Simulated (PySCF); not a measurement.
# Basis and Hamiltonian dependence of the excitation energy of Sr

Sr [Kr] 5s2 (1S) → Sr [Kr] 4d1 5s1, s spin flipped. Calculated with PySCF 2.14 from differences of total energies of unrestricted determinants, without spin-orbit coupling. Values in eV.

```csv
basis,Hamiltonian,functions,UHF,PBE,PBE0,MP2 (valence)
aug-cc-pVDZ-X2C,spin-free X2C,45,2.322,2.042,2.109,2.609
x2c-TZVPPall,spin-free X2C,79,2.305,2.066,2.121,2.514
"x2c-TZVPPall with one added diffuse shell each of s, p, d, f type",spin-free X2C,95,2.298,2.058,2.115,2.498
aug-cc-pVQZ-X2C,spin-free X2C,102,2.281,n/a,n/a,2.482
dyall-av2z,non-relativistic,125,2.062,1.806,1.862,2.395
```

Frozen in the all-electron rows: valence: [Kr].

In the upper determinant the s electron has its spin opposite to the other open shell, which mixes two multiplicities. Non-relativistic rows lack the scalar-relativistic shift.
